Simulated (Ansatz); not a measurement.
`B[S][GeH3]` → `[BH2]`• + `[S][GeH3]`• at 500 K and 1 bar (homolysis of the B–S bond).

Program: Ansatz. Geometries: PBE0-D4/def2-TZVP. ΔE: electronic, gas phase. CCSD(T)/CBS adds triple-zeta CCSD(T) − MP2 to the extrapolated MP2 energy (def2 sets, frozen cores). This one scheme is used for every species. Open shells (•) are unrestricted, without spin–orbit coupling. For Ge outer-core shells are correlated without core-valence functions, which leaves a few kJ/mol of doubt a bond. Scalar relativity is left out up to krypton.

| species | CCSD(T)/CBS energy (Eh) | H − E (kJ/mol) | S (J/(mol·K)) |
| --- | --- | --- | --- |
| `B[S][GeH3]` | -2501.70931 | 159.2 | 376.7 |
| `[BH2]`• | -25.87431 | 55.2 | 212.8 |
| `[S][GeH3]`• | -2475.64956 | 87.6 | 315.8 |

H − E and S are ideal-gas, rigid-rotor, harmonic terms from PBE0-D4/def2-TZVP, with the whole ground term of open shells counted as degenerate. 1 Eh = 2625.50 kJ/mol, R = 8.31446 J/(mol·K).

Task: By hand: ΔE, ΔH, ΔS and ΔG.

Result: ΔE = (-25.87431) + (-2475.64956) − (-2501.70931) = 0.18544 Eh = 486.9 kJ/mol. Δ(H − E) = 55.2 + 87.6 − 159.2 = -16.4, so ΔH = 470.5 kJ/mol. ΔS = 212.8 + 315.8 − 376.7 = 151.9 J/(mol·K). ΔG = 470.5 − 500 × (151.9)/1000 = 394.6 kJ/mol.

Task: By hand: the equilibrium constant, and the temperature at which ΔG would vanish if ΔH and ΔS stayed fixed.

Result: log₁₀ K = −ΔG/(RT ln 10) = -41.2. ΔG = 0 at ΔH/ΔS = 3097 K, far beyond where these terms or the molecules hold.

The number of gas molecules changes by +1, which sets the sign of ΔS. A doubt of 5 kJ/mol in ΔE shifts log₁₀ K by 0.5 here. Modes under 60 cm⁻¹, often nearly free rotors, make the harmonic entropy too high. These are equilibria of isolated gas molecules and say nothing of rates. Largest T1 diagnostic: 0.014 (customary marks: 0.02 for closed shells, 0.045 for open ones).
